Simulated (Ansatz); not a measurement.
Start from `NC[SiH2][SiH2]Cl` and change one atom or group to get `NC[SiH3]`.

Ansatz, PBE0-D4/def2-TZVP geometries, multiplicity 1. Each molecule was computed in one conformer, which needn't be the lowest.

```json
{"property": "size of the dipole moment (PBE/def2-TZVPP) / D", "`NC[SiH2][SiH2]Cl`": "1.23"}
{"property": "zero-point energy (PBE0-D4/def2-TZVP) / kJ/mol", "`NC[SiH2][SiH2]Cl`": "238.2"}
{"property": "HOMO–LUMO gap (PBE/def2-TZVPP) / eV", "`NC[SiH2][SiH2]Cl`": "4.30"}
{"property": "ideal-gas entropy at 298 K and 1 bar (rigid rotor, harmonic PBE0-D4/def2-TZVP) / J/(mol·K)", "`NC[SiH2][SiH2]Cl`": "393"}
{"property": "LUMO energy (PBE/def2-TZVPP) / eV", "`NC[SiH2][SiH2]Cl`": "-1.31"}
{"property": "size of the dipole moment (B3LYP/def2-TZVPP) / D", "`NC[SiH2][SiH2]Cl`": "1.15"}
```

Task: Give the same properties after the change, and the shifts. (Estimate.)

Result: The calculation gave: 
| property | `NC[SiH3]` | shift |
| --- | --- | --- |
| size of the dipole moment (PBE/def2-TZVPP) / D | 1.63 | 0.40 |
| zero-point energy (PBE0-D4/def2-TZVP) / kJ/mol | 207.8 | -30.4 |
| HOMO–LUMO gap (PBE/def2-TZVPP) / eV | 5.29 | 0.99 |
| ideal-gas entropy at 298 K and 1 bar (rigid rotor, harmonic PBE0-D4/def2-TZVP) / J/(mol·K) | 295 | -98 |
| LUMO energy (PBE/def2-TZVPP) / eV | -0.20 | 1.11 |
| size of the dipole moment (B3LYP/def2-TZVPP) / D | 1.61 | 0.46 |

With PBE0 the HOMO rises by 0.11 eV and the LUMO rises by 1.07 eV, so the gap widens by about 0.96 eV. PBE moves the HOMO by 0.11 eV and ωB97M-V by 0.07 eV. The zero-point energy changes by -30.4 kJ/mol with -9 modes. Dipoles are sizes alone; their direction can turn. Modes under 60 cm⁻¹, often nearly free rotors, make the harmonic entropy too high.

B3LYP here is the variant with VWN-RPA as its local correlation; programs differ in this.
